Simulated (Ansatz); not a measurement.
Reaction (formal exchange of groups at a B–C bond): `CC(Cl)BS` + CH₄ → `CBS` + `CCCl`

Gas-phase electronic energies from Ansatz, PBE0-D4/def2-TZVP geometries. CCSD(T)/CBS is the MP2 limit (def2-TZVPP, def2-QZVPP) plus CCSD(T) − MP2 in def2-TZVPP, frozen cores. This one scheme is used for every species. Functionals use def2-TZVPP. B3LYP here is the variant with VWN-RPA as its local correlation; programs differ in this. One conformer a species, not always the lowest.

Task: Is it downhill or uphill in electronic energy at CCSD(T)/CBS, and by how much? (An estimate is asked.)

Result: The calculation gave: Nearly level: ΔE = -0.2 kcal/mol.

Task: What do these levels give: PBE-D4, B3LYP-D4, ωB97M-V, HF/def2-TZVPP, MP2/def2-QZVPP, CCSD/CBS(def2)? (An estimate is asked.)

Result: Computed: PBE-D4 0.2, B3LYP-D4 -0.1, ωB97M-V -0.6, HF/def2-TZVPP -4.3, MP2/def2-QZVPP 0.4, CCSD/CBS(def2) -1.1 kcal/mol.

Largest T1 diagnostic among the species: 0.013.

The D4 term adds +2.3 kcal/mol with B3LYP and +1.3 kcal/mol with PBE0; it sums over pairs of atoms, weighted by their polarisabilities, and B3LYP, whose exchange is more repulsive, gets the larger term. In def2-TZVPP, CCSD(T) changes the Hartree–Fock value by +4.4 kcal/mol (the triples alone add +0.9 kcal/mol) and MP2 by +4.9 kcal/mol.
